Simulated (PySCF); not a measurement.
Simulation results for BH$_{6}$N$_{2}$Si

Computed with PySCF 2.14.0. Calculation on a computer-drawn molecule: the log of a Hartree-Fock and frozen-core CCSD(T) single point meant for a local Hartree-Fock minimum, with one planted fault or none, to be diagnosed. Offsets are logged minus clean, where the clean run is the same molecule without the fault. The reference is restricted for singlets and unrestricted otherwise, and also for a bond in bohr or an excited solution. Adding or removing an electron swaps singlet and doublet. The excited solution moves the top pair (singlet) or top alpha electron (doublet) to the lowest empty orbital. Highest occupied and lowest empty are orbital energies over both spins, largest force is the largest gradient component, triples share is (T) over the correlation energy, the T1 limit is 0.02 restricted and 0.045 unrestricted, electrons count all cores, a negative frequency is imaginary (commonest isotopes), and the dipole is about the centre of nuclear charge.

Entry: BH$_{6}$N$_{2}$Si

Logged structure:
```xyz
10
BH6N2Si
N      0.0949     0.4994    -0.0065
B      1.4837     0.4335    -0.2597
N      1.9883     0.3358    -1.5761
Si     2.7924     0.5591     1.3058
H     -0.2907     0.5504     0.9110
H     -0.5976     0.4694    -0.7266
H      1.4056     0.2972    -2.3873
H      2.9606     0.2704    -1.7844
H      2.2638     0.0935     2.6162
H      4.1221    -0.0671     1.0755
```

```
meant charge                         : 0
meant multiplicity                   : 2
meant basis                          : cc-pV(D+d)Z
logged electrons                     : 39
logged basis functions               : 95
logged SCF converged                 : yes
logged spin squared                  : 0.759
logged highest occupied              : -8.0806 eV
logged lowest empty                  : 1.7935 eV
logged largest force                 : 2.419e-05 hartree/bohr
logged lowest frequency              : 117.25 cm⁻¹
logged T1 diagnostic                 : 0.014048
logged D1 diagnostic                 : 0.053341
logged triples share                 : 0.027131
logged CC converged                  : yes
logged dipole magnitude              : 2.403 debye
logged SCF stable within its kind    : yes
logged energy HF                     : -426.06548 hartree
logged energy CCSD(T)                : -426.63842 hartree
possible faults                      : no fault, one electron removed, one electron added, multiplicity raised by two, geometry at a saddle point, SCF held on an excited solution, minimal basis STO-3G, one bond length entered in bohr, all coordinates scaled
planted fault                        : no fault
HF energy offset from clean run      : 0 kcal/mol
CCSD(T) energy offset from clean run : 0 kcal/mol
```

Drawn bonds:
```csv
atom,other atom,order
1,2,1
2,3,1
2,4,1
1,5,1
1,6,1
3,7,1
3,8,1
4,9,1
4,10,1
```
